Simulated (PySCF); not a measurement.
r2SCAN on As+ (arsenic, charge +1)

Configuration: [Ar] 3d10 4s2 4p2, high-spin 3P determinant. Calculation: PySCF 2.14, in x2c-SVPall (5s4p3d, 32 functions); scalar relativity by spin-free X2C-1e.

```
Total energy                                                  : -2259.935 hartree
One-electron energy                                           : -3132.887 hartree
Hartree (Coulomb) energy                                      : 957.008 hartree
Exchange-correlation energy                                   : -84.056 hartree
⟨S²⟩                                                          : 2.0038
⟨L²⟩                                                          : 2.012
Sum of ⟨r⟩                                                    : 21.60 bohr
Sum of ⟨r²⟩                                                   : 30.04 bohr²
Traceless quadrupole moment −½Σ⟨3z² − r²⟩ along its main axis : 2.36 e·bohr²
Langevin diamagnetic susceptibility                           : -23.8 ×10⁻⁶ cm³/mol
Time after the integrals                                      : 1 s of wall time on 1 thread of Neoverse-N1 (shared host)
```

```
shell  electrons  mean orbital energy (eV)  spread (eV)  rms radius, mean of both spins (bohr)
 1s α          1                  -11747.4            0                                 0.0525
 1s β          1                  -11747.2            0                                 0.0525
 2s α          1                   -1508.3            0                                  0.220
 2s β          1                   -1508.3            0                                  0.220
 2p α          3                   -1322.3        0.077                                  0.196
 2p β          3                   -1322.2        0.175                                  0.196
 3s α          1                   -205.58            0                                  0.641
 3s β          1                   -205.47            0                                  0.641
 3p α          3                   -147.23        0.421                                  0.668
 3p β          3                   -147.11        0.546                                  0.668
 3d α          5                   -51.586        0.377                                  0.760
 3d β          5                   -51.357        0.578                                  0.760
 4s α          1                   -24.712            0                                   2.01
 4s β          1                   -22.441            0                                   2.01
 4p α          2                   -14.504            0                                   2.48
```

Densities and radii are taken from the X2C orbitals without a picture-change correction, which distorts them close to the nucleus.
